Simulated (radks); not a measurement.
Sr III, configuration [Ar] 3d10 4s2 4p5 6f1 (not the ground configuration).

All-electron calculation, Dirac Kohn-Sham, LDA (Slater exchange, Perdew-Wang correlation), spin-unpolarised, spherical densities, finite nucleus; open shells are shared between the two j in proportion to 2j + 1; Fermi nuclear charge, rms radius 4.224 fm. Program: a radial shooting solver on a logarithmic mesh with Libxc functionals.

Energy parts (Ry):
| part | energy |
|---|---|
| total | -6348.00094 |
| kinetic | 6536.96568 |
| electron-nucleus | -15256.67910 |
| Hartree | 2572.78280 |
| exchange-correlation | -201.07032 |

Orbitals (lengths in bohr, moments of r in powers of bohr; r(max) is where P^2 peaks):
orbital	occ.	eigenvalue (Ry)	r(max)
1s1/2	2	-1171.166	0.02556
2s1/2	2	-160.3723	0.1454
2p1/2	2	-146.2582	0.1137
2p3/2	4	-141.2389	0.1171
3s1/2	2	-26.48016	0.4364
3p1/2	2	-21.35102	0.4249
3p3/2	4	-20.57905	0.4339
3d3/2	4	-11.53718	0.3739
3d5/2	6	-11.40217	0.3766
4s1/2	2	-4.88957	1.176
4p1/2	1.66667	-3.57149	1.281
4p3/2	3.33333	-3.47508	1.306
6f5/2	0.428571	-0.23848	15.91
6f7/2	0.571429	-0.23846	15.92

The highest occupied level is 6f7/2 at -3.244 eV. Summed over all electrons, <r^2> = 256.2 bohr^2, which gives a Langevin (diamagnetic) susceptibility term of -203 x 10^-6 cm^3/mol. The electron density at the nucleus is 6.07e+04 e/bohr^3.
